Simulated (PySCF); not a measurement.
## 2-pyridinemethanol (C1=NC(CO)=CC=C1, C$_{6}$H$_{7}$NO)

Molfile (atoms numbered from 1):
```
C6H7NO
     RDKit          3D

 15 15  0  0  0  0  0  0  0  0999 V2000
    2.6995   -0.1577    0.3314 O   0  0  0  0  0  0  0  0  0  0  0  0
    1.7436   -1.1551    0.2879 C   0  0  0  0  0  0  0  0  0  0  0  0
    0.3973   -0.6180   -0.1417 C   0  0  0  0  0  0  0  0  0  0  0  0
   -0.7420   -1.4214   -0.2609 C   0  0  0  0  0  0  0  0  0  0  0  0
   -1.9309   -0.8278   -0.6637 C   0  0  0  0  0  0  0  0  0  0  0  0
   -1.9495    0.5419   -0.9346 C   0  0  0  0  0  0  0  0  0  0  0  0
   -0.7653    1.2554   -0.7872 C   0  0  0  0  0  0  0  0  0  0  0  0
    0.3756    0.6860   -0.4006 N   0  0  0  0  0  0  0  0  0  0  0  0
    2.2203    0.6471    0.0570 H   0  0  0  0  0  0  0  0  0  0  0  0
    2.0324   -1.9643   -0.4148 H   0  0  0  0  0  0  0  0  0  0  0  0
    1.6213   -1.6431    1.2771 H   0  0  0  0  0  0  0  0  0  0  0  0
   -0.6885   -2.4903   -0.0400 H   0  0  0  0  0  0  0  0  0  0  0  0
   -2.8400   -1.4255   -0.7670 H   0  0  0  0  0  0  0  0  0  0  0  0
   -2.8637    1.0458   -1.2534 H   0  0  0  0  0  0  0  0  0  0  0  0
   -0.7317    2.3316   -0.9884 H   0  0  0  0  0  0  0  0  0  0  0  0
  1  2  1  0
  2  3  1  0
  3  4  2  0
  4  5  1  0
  5  6  2  0
  6  7  1  0
  7  8  2  0
  8  3  1  0
  1  9  1  0
  2 10  1  0
  2 11  1  0
  4 12  1  0
  5 13  1  0
  6 14  1  0
  7 15  1  0
M  END
```

Theory: PySCF, quadratic response CAM-B3LYP/aug-cc-pVDZ first hyperpolarisability, Taylor convention, gas phase. Geometry: PBE0-D3(BJ)/def2-SVP.

(1) Give the tensor of the static β(0;0,0) in the axes of these coordinates.

Results:

(1) In au, Taylor convention; rows are the first index (the induced dipole):
|  | xx | yy | zz | xy | xz | yz |
| --- | --- | --- | --- | --- | --- | --- |
| x | +142.8 | +37.7 | +40.4 | -51.5 | +29.4 | -16.1 |
| y | -51.5 | +19.1 | +5.4 | +37.7 | -16.1 | +9.4 |
| z | +29.4 | +9.4 | +20.3 | -16.1 | +40.4 | +5.4 |

Norm of βᵢ = ⅓ Σⱼ (βᵢⱼⱼ + βⱼᵢⱼ + βⱼⱼᵢ): 230.2 au, hyper-Rayleigh value 90.1 au.
